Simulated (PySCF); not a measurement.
Ga(Cl)(vinyl)(NH2) (C₂H₅ClGaN), SMILES C=[CH][Ga]([NH2])[Cl]. The structure is a stationary point at PBE-D3(BJ)/def2-SVP. The structure was generated by enumeration; whether it is a known compound was not checked. The values are those of a single conformer.

Computed equilibrium geometry at PBE-D3(BJ)/def2-SVP (PySCF confirms it by a frequency run) as Cartesian coordinates in Å (one conformer of several):
```xyz
10

Ga     0.0882     0.0834     0.1018
Cl    -2.0139     0.1795     0.6557
C      0.6446    -0.9202    -1.4705
C      1.9313    -1.0258    -1.8590
H     -0.1351    -1.4251    -2.0680
H      2.2283    -1.6008    -2.7549
H      2.7592    -0.5465    -1.3071
N      1.1712     1.0026     1.2318
H      0.8108     1.5099     2.0408
H      2.1842     1.0814     1.1404
```
Charge 0, spin multiplicity 1.
